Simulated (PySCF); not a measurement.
## Polarisability and C₆ of Pd(2+) (palladium, charge +2)

[Kr] 4d8, high-spin 3F determinant. Calculation: PySCF 2.14, in aug-cc-pwCVTZ-PP with ECP28MDF (8s8p7d4f3g, 122 functions); a scalar-relativistic core potential. Coupled (time-dependent) response in atomic units; α is the mean over directions.

```csv
method,mean α (bohr³),C₆ (like pair),S(−4)
B3LYP,6.756,35.42,11.42
```

S(−4) is the Cauchy moment in α(ω) = α(0) + S(−4) ω² + …

Spin-orbit coupling is absent.

α(iu) at B3LYP:

```json
{"u (hartree)": "0", "α(iu) (bohr³)": "6.756"}
{"u (hartree)": "0.0500", "α(iu) (bohr³)": "6.727"}
{"u (hartree)": "0.100", "α(iu) (bohr³)": "6.645"}
{"u (hartree)": "0.200", "α(iu) (bohr³)": "6.349"}
{"u (hartree)": "0.300", "α(iu) (bohr³)": "5.947"}
{"u (hartree)": "0.500", "α(iu) (bohr³)": "5.084"}
{"u (hartree)": "0.750", "α(iu) (bohr³)": "4.152"}
{"u (hartree)": "1.00", "α(iu) (bohr³)": "3.421"}
{"u (hartree)": "1.50", "α(iu) (bohr³)": "2.400"}
{"u (hartree)": "2.00", "α(iu) (bohr³)": "1.754"}
{"u (hartree)": "3.00", "α(iu) (bohr³)": "1.032"}
{"u (hartree)": "5.00", "α(iu) (bohr³)": "0.4635"}
```

For an ion, C₆ is the dispersion term alone; charge-induced terms of lower order in 1/R come first.

Energies and moments cover only the electrons outside the core potential.
